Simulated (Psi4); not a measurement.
Pair of molecules, SMILES P with SMILES [AsH3] (the first has 4 atoms); geometry from B3LYP-D3(BJ)/def2-TZVP, rigid monomers moved along the line of their centres of mass till P1···As5 is 4.19 Å.
(charge 0, multiplicity 1):
```xyz
8

P     -0.5518     0.1766     0.2743
H      0.7162    -0.4564     0.2556
H     -1.2642    -1.0484     0.2453
H     -0.5941     0.3428    -1.1351
As    -0.4400    -0.2923     4.4336
H     -1.8038     0.3852     4.4715
H      0.2936     1.0413     4.4921
H     -0.4049    -0.4527     5.9519
```

Computed with SAPT0/aug-cc-pVDZ in Psi4.

Problem. Give the four SAPT terms and the total, and say what mostly holds the pair together.

Solution. electrostatics -0.67, exchange 0.77, induction -0.14, dispersion -1.09, total -1.14 kcal/mol; the largest attraction is dispersion.
